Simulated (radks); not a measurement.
Results of a calculation; reference values are marked as such.
Fe IV, configuration [Ar] 3d5 (the NIST ground configuration). Code: a radial shooting solver on a logarithmic mesh with Libxc functionals. Model: scalar-relativistic Kohn-Sham, SCAN, spin-unpolarised, spherical densities, finite nucleus; meta-GGA in the generalised Kohn-Sham scheme; Fermi nuclear charge, rms radius 3.7377 fm.

Local quantities along the radius. ELF = 1/(1 + alpha^2) is the electron localisation function; alpha = (tau - tau_W)/tau_unif compares the Pauli kinetic energy density with that of the uniform gas. tau is taken from the large components.

```
   r/bohr * ELF (the largest magnitude, 1, reaches the edge; | marks zero)
 0.002183 |                                                      *
 0.002775 |                                                      *
 0.003528 |                                                      *
 0.004485 |                                                      *
 0.005701 |                                                      *
 0.007247 |                                                      *
 0.009213 |                                                      *
  0.01171 |                                                      *
  0.01477 |                                                      *
  0.01878 |                                                      *
  0.02387 |                                                      *
  0.03035 |                                                     *
  0.03858 |                                                    *
  0.04904 |                                               *
  0.06234 |                                 *
  0.07925 |                 *
   0.1007 |               *
   0.1281 |                          *
   0.1628 |                                       *
    0.207 |                                            *
   0.2631 |                                         *
   0.3345 |                   *
   0.4252 |        *
   0.5406 |                       *
   0.6817 |                                        *
   0.8667 |                                          *
    1.102 |                                    *
    1.401 |                    *
     1.78 |     *
    2.263 |*
    2.877 *
    3.658 *
```

On this mesh the ELF has minima near r = 0.089, 0.43 bohr, which separate the shells, and maxima near 0.21 (0.83), 0.77 (0.78).
